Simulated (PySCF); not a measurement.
Sb⁺ (antimony, charge +1): UHF calculation

Configuration: [Kr] 4d10 5s2 5p2, high-spin 3P determinant. Computed with PySCF 2.14 in aug-cc-pVQZ-PP with ECP28MDF (7s7p5d3f2g, 92 functions), with scalar relativity through the core potential.

```json
{
  "Total energy": "-238.962829 hartree",
  "One-electron energy": "-412.4670 hartree",
  "Hartree (Coulomb) energy": "191.7230 hartree",
  "Exchange energy": "-18.2188 hartree",
  "⟨S²⟩": "2.0100",
  "⟨L²⟩": "2.028",
  "Sum of ⟨r⟩": "26.91 bohr",
  "Sum of ⟨r²⟩": "46.05 bohr²",
  "Traceless quadrupole moment −½Σ⟨3z² − r²⟩ along its main axis": "3.31 e·bohr²"
}
```

```json
{"shell": "4s α", "electrons": "1", "mean orbital energy (eV)": "-186.26", "spread (eV)": "0", "rms radius, mean of both spins (bohr)": "0.849"}
{"shell": "4s β", "electrons": "1", "mean orbital energy (eV)": "-185.98", "spread (eV)": "0", "rms radius, mean of both spins (bohr)": "0.849"}
{"shell": "4p α", "electrons": "3", "mean orbital energy (eV)": "-133.65", "spread (eV)": "0.130", "rms radius, mean of both spins (bohr)": "0.917"}
{"shell": "4p β", "electrons": "3", "mean orbital energy (eV)": "-133.36", "spread (eV)": "0.590", "rms radius, mean of both spins (bohr)": "0.917"}
{"shell": "4d α", "electrons": "5", "mean orbital energy (eV)": "-52.747", "spread (eV)": "0.395", "rms radius, mean of both spins (bohr)": "1.10"}
{"shell": "4d β", "electrons": "5", "mean orbital energy (eV)": "-52.488", "spread (eV)": "0.662", "rms radius, mean of both spins (bohr)": "1.10"}
{"shell": "5s α", "electrons": "1", "mean orbital energy (eV)": "-26.708", "spread (eV)": "0", "rms radius, mean of both spins (bohr)": "2.36"}
{"shell": "5s β", "electrons": "1", "mean orbital energy (eV)": "-22.291", "spread (eV)": "0", "rms radius, mean of both spins (bohr)": "2.36"}
{"shell": "5p α", "electrons": "2", "mean orbital energy (eV)": "-16.398", "spread (eV)": "0", "rms radius, mean of both spins (bohr)": "2.85"}
```

Energies and moments cover only the electrons outside the core potential.
